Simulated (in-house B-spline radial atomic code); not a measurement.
The numbers below are computed, except where a source is named.
H in an electron gas of r_s = 3.3: phase shifts, screening and friction

A nucleus sits in a uniform electron gas with a rigid positive background. The Kohn-Sham equations are solved self-consistently in the spin-unpolarised LDA (PW92), non-relativistic, on B-splines with outgoing waves at the boundary and partial waves to l = 8. The model has no lattice, no bands and no magnetic solution. Atomic units; δ_l are the phase shifts at the Fermi level, counted so that each bound state adds π, and good to about 0.0005.

The density parameter is r_s = 3.3 bohr.

| l | δ_l (rad) |
| --- | --- |
| 0 | 1.4409 |
| 1 | 0.0332 |
| 2 | 0.0051 |
| 3 | 0.0006 |
| 4 | -0.0001 |
| 5 | 0.0000 |
| 6 | -0.0001 |
| 7 | 0.0000 |
| 8 | -0.0001 |

Bound levels below the band bottom (hartree): s -0.008766.

Check the Friedel sum rule, and say where the screening charge sits.

k_F = (9π/4)^(1/3)/r_s = 0.58156. The rule is Z = (2/π) Σ (2l + 1) δ_l. The terms are s 0.917, p 0.063, d 0.016, f 0.003 and -0.002 beyond, in all 0.997 against Z = 1. Bound states hold 2 s, 0 p, 0 d electrons, so the scattering states carry -1.00 in all; where a term is smaller than its bound count, the bound level has drawn weight out of the band.

Find the transport cross section and the electronic stopping of a 0.5 keV H ion (mass 1.01 u).

σ_tr = (4π/k_F²) Σ (l + 1) sin²(δ_l − δ_(l+1)). The terms for l = 0 to 3 are 0.9736, 0.0016, 0.0001, 0.0000, all together 0.9753, so σ_tr = 37.155 × 0.9753 = 36.236 bohr². With n = 3/(4π r_s³) = 0.006643, the friction coefficient is Q = n k_F σ_tr = 0.1400. For v well below v_F = 0.582, dE/dx = Q v; with 24801 eV per u at v = 1, v = √(500/(24801 × 1.01)) = 0.1413, so dE/dx = 0.01978 hartree/bohr = 10.2 eV/nm. The largest term couples the s and p waves.
